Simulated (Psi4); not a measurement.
C6H12BO2 (SMILES [CH2]C1(C)OBOC1(C)C), doublet, at a GFN2-xTB geometry; Psi4 1.11 with CAM-B3LYP/STO-3G.

The Psi4 input:
```
memory 2 GB

molecule {
0 2
  C     1.44959450    0.82454073    1.18004454
  C     0.84039742    0.07257958    0.07722449
  C     1.57084360    0.38069637   -1.24260035
  O     0.94803419   -1.33243616    0.30646091
  B    -0.24183883   -1.92340542    0.05234856
  O    -1.22885497   -1.04066680   -0.23569217
  C    -0.74473802    0.28150521   -0.04420660
  C    -1.19824721    1.16724967   -1.19847253
  C    -1.32339271    0.80991603    1.27273755
  H     1.75594365    1.84015427    1.03007634
  H     1.64050784    0.34547067    2.11816018
  H     1.51484983    1.43821463   -1.47961783
  H     1.14386995   -0.20613017   -2.05177633
  H     2.61403005    0.09576786   -1.12779262
  H    -0.40040421   -3.07405300    0.07233844
  H    -2.28347910    1.23772149   -1.17498475
  H    -0.77957176    2.16445196   -1.09655207
  H    -0.91012165    0.74628590   -2.15655958
  H    -1.02107162    0.16771672    2.09614680
  H    -0.97596726    1.82207993    1.46095844
  H    -2.40957049    0.80524515    1.21334732
}

set basis sto-3g
set reference uks
set scf_type dfdirj+cosx

energy('cam-b3lyp')
print_variables()
```

Task: What does Psi4 print? Leave out banner, timings and long lists.

Result: 
```
   => Loading Basis Set <=

    Name: STO-3G
    Role: ORBITAL
    Keyword: BASIS

Traceback (most recent call last):
  File "psi4", line 375, in <module>
  File "<string>", line 43, in <module>
  File "site-packages/psi4/driver/driver.py", line 533, in energy
  File "site-packages/psi4/driver/procrouting/proc.py", line 2760, in run_scf
  File "site-packages/psi4/driver/procrouting/proc.py", line 1939, in scf_helper
  File "site-packages/psi4/driver/procrouting/proc.py", line 1433, in scf_wavefunction_factory
  File "site-packages/psi4/driver/procrouting/proc.py", line 1397, in build_functional_and_disp
  File "site-packages/psi4/driver/procrouting/dft/superfunctionals.py", line 135, in build_superfunctional

psi4.driver.p4util.exceptions.ValidationError: SCF: SCF_TYPE (DFDIRJ+COSX) not supported for range-separated functionals, plese use SCF_TYPE = 'DF' to automatically select the correct JK build.

Printing out the relevant lines from the Psithon --> Python processed input file:
    """)
    core.IO.set_default_namespace("")
    core.set_global_option("BASIS", "sto-3g")
    core.set_global_option("REFERENCE", "uks")
    core.set_global_option("SCF_TYPE", "dfdirj+cosx")
--> energy('cam-b3lyp')
    print_variables()

!----------------------------------------------------------------------------------!
!                                                                                  !
!  SCF: SCF_TYPE (DFDIRJ+COSX) not supported for range-separated functionals,      !
!     plese use SCF_TYPE = 'DF' to automatically select the correct JK build.      !
!                                                                                  !
!----------------------------------------------------------------------------------!
```

The input was rejected before any calculation.
